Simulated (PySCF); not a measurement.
A run for PySCF: D3(BJ) and D4 dispersion corrections on C4H12Si (SMILES CC[SiH2]CC).

```python
from pyscf import gto
from pyscf.dispersion import dftd3, dftd4

mol = gto.M(
    atom='''
    C     2.84557653   -0.29951361    0.25739104
    C     1.55993193   -0.05022230   -0.54106069
    Si   -0.00426448   -0.07092446    0.50541867
    C    -1.54861121    0.23697198   -0.52533389
    C    -2.84987913    0.22899612    0.28657208
    H     2.98447078    0.45787270    1.03182791
    H     2.82161061   -1.27192932    0.75388237
    H     3.72882607   -0.27949810   -0.38466256
    H     1.45544806   -0.80271062   -1.32942770
    H     1.61727980    0.91554703   -1.05358166
    H    -0.12238681   -1.38677392    1.19108082
    H     0.09715629    0.96852425    1.56598849
    H    -1.59254244   -0.52227493   -1.31292167
    H    -1.43249625    1.19654461   -1.03954477
    H    -3.72096169    0.41050265   -0.34670018
    H    -2.83915502    0.99969343    1.06025324
    H    -3.00000308   -0.73080552    0.78549120
    ''',
    basis='def2-svp',
    charge=0, spin=0, verbose=0, max_memory=1800)
d3, d4 = {}, {}
for xc in ['hf', 'pbe', 'blyp', 'revpbe', 'tpss', 'r2scan', 'b3lyp', 'pbe0', 'bhlyp', 'camb3lyp', 'b2plyp']:
    d3[xc] = float(dftd3.DFTD3Dispersion(mol, xc=xc, version='d3bj', atm=False).get_dispersion()['energy'])
    print(f'D3(BJ) {xc:10s} {d3[xc]:14.8f} Eh')
for xc in ['hf', 'pbe', 'blyp', 'revpbe', 'tpss', 'r2scan', 'b3lyp', 'pbe0', 'bhlyp', 'camb3lyp', 'b2plyp']:
    d4[xc] = float(dftd4.DFTD4Dispersion(mol, xc={'camb3lyp': 'cam-b3lyp'}.get(xc, xc), atm=True).get_dispersion()['energy'])
    print(f'D4     {xc:10s} {d4[xc]:14.8f} Eh')
```

Output:

```
D3(BJ) hf            -0.09604952 Eh
D3(BJ) pbe           -0.01300991 Eh
D3(BJ) blyp          -0.02726979 Eh
D3(BJ) revpbe        -0.03256132 Eh
D3(BJ) tpss          -0.01633794 Eh
D3(BJ) r2scan        -0.00377367 Eh
D3(BJ) b3lyp         -0.02230542 Eh
D3(BJ) pbe0          -0.01127230 Eh
D3(BJ) bhlyp         -0.01739809 Eh
D3(BJ) camb3lyp      -0.01015824 Eh
D3(BJ) b2plyp        -0.01036329 Eh
D4     hf            -0.04303576 Eh
D4     pbe           -0.01202183 Eh
D4     blyp          -0.02642749 Eh
D4     revpbe        -0.03848521 Eh
D4     tpss          -0.01619689 Eh
D4     r2scan        -0.00313403 Eh
D4     b3lyp         -0.01914374 Eh
D4     pbe0          -0.01015057 Eh
D4     bhlyp         -0.01394330 Eh
D4     camb3lyp      -0.01020930 Eh
D4     b2plyp        -0.00840812 Eh
```

The run finished.

Cost: roughly 0.05 core-seconds.
